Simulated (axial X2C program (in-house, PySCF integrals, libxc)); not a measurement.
## Outer orbitals of SeF⁺ at 1.666 Å, PBE0

All values were computed with an axial X2C code built on PySCF integrals. Spin-free means the one-electron spin-free X2C Hamiltonian; two-component (2c) means X2C with spin–orbit coupling and atomic mean-field two-electron Coulomb and Gaunt terms, so the difference of the two also holds small scalar two-electron terms. Basis: Se dyall-v3z [8s9p6d1f], F dyall-v3z [6s5p2d1f] (cores contracted in-house); Gaussian nuclei, density fitting, unrestricted open shells. Masses: Se 79.917 u, F 18.998 u.

The distance is close to the 2c PBE0 minimum; the highest filled and lowest empty levels are listed.

Spin-free orbitals, state M_S = 1, Λ = 0 (beyond evenly filled blocks: π+α, π-α) (Löwdin shares):

| symmetry | occupied | ε (eV) | atomic character |
| --- | --- | --- | --- |
| σα | yes | -29.81 | 72% Se s, 18% F p, 7% F s |
| σβ | yes | -27.72 | 64% Se s, 27% F p, 7% F s |
| σα | yes | -22.24 | 60% F p, 24% Se p, 11% Se s |
| π-α | yes | -21.85 | 80% F p, 16% Se p, 2% Se d |
| π+α | yes | -21.85 | 80% F p, 16% Se p, 2% Se d |
| σβ | yes | -21.56 | 52% F p, 24% Se p, 20% Se s |
| π+β | yes | -20.83 | 86% F p, 9% Se p, 3% Se d |
| π-β | yes | -20.83 | 86% F p, 9% Se p, 3% Se d |
| π+α | yes | -16.95 | 82% Se p, 16% F p |
| π-α | yes | -16.95 | 82% Se p, 16% F p |
| π-β | no | -12.31 | 89% Se p, 10% F p |
| π+β | no | -12.31 | 89% Se p, 10% F p |
| σα | no | -9.89 | 59% Se p, 16% F p, 16% Se d |
| σβ | no | -9.02 | 60% Se p, 16% Se d, 15% F p |

Spinors with spin–orbit coupling (state Ω = 1):

| ω | occupied | ε (eV) | atomic character | λ mixture |
| --- | --- | --- | --- | --- |
| 1/2 | yes | -29.80 | 72% Se s, 18% F p, 7% F s | 100% σ |
| -1/2 | yes | -27.72 | 64% Se s, 27% F p, 7% F s | 100% σ |
| 1/2 | yes | -22.23 | 60% F p, 24% Se p, 11% Se s | 100% σ |
| -1/2 | yes | -21.89 | 79% F p, 17% Se p, 2% Se d | 98% π, 2% σ |
| 3/2 | yes | -21.81 | 81% F p, 16% Se p, 2% Se d | 100% π |
| -1/2 | yes | -21.56 | 53% F p, 24% Se p, 20% Se s | 98% σ, 2% π |
| 1/2 | yes | -20.84 | 86% F p, 10% Se p, 3% Se d | 100% π |
| -3/2 | yes | -20.81 | 87% F p, 9% Se p, 3% Se d | 100% π |
| -1/2 | yes | -17.08 | 81% Se p, 17% F p | 100% π |
| 3/2 | yes | -16.81 | 83% Se p, 15% F p | 100% π |
| 1/2 | no | -12.43 | 88% Se p, 10% F p | 100% π |
| -3/2 | no | -12.17 | 89% Se p, 10% F p | 100% π |
| 1/2 | no | -9.88 | 59% Se p, 16% F p, 16% Se d | 100% σ |
| -1/2 | no | -9.01 | 60% Se p, 16% Se d, 15% F p | 100% σ |

Question: How does the gap between the highest filled and lowest empty level change from the spin-free to the 2c table?

Answer: From 4.64 to 4.38 eV at PBE0, a change of -0.26 eV.

Mulliken charges and populations of the two-component result (they depend on the basis, above all on diffuse functions):

Se 1.07 e (s 7.96 p 14.79 d 10.14 f 0.04), F -0.07 e (s 3.94 p 5.11 d 0.02). ⟨Lz⟩ = 0.00 ħ and ⟨Sz⟩ = 1.00 ħ (0.92 and 0.08 on the two atoms), which add up to Ω.

The state is one determinant whose occupation by symmetry is held fixed; it was picked as the lowest of a PBE0 search that is not exhaustive. Density functionals use the spin component along the axis (collinear). With several unpaired electrons one determinant need not be a pure state. Open-shell Ω = 0 determinants with evenly filled partner blocks cannot be reached by this program, so the Ω shown need not be the lowest component. This is the Ω = 1 component of a π² triplet; the 0⁺ component is not one determinant and can lie lowest.
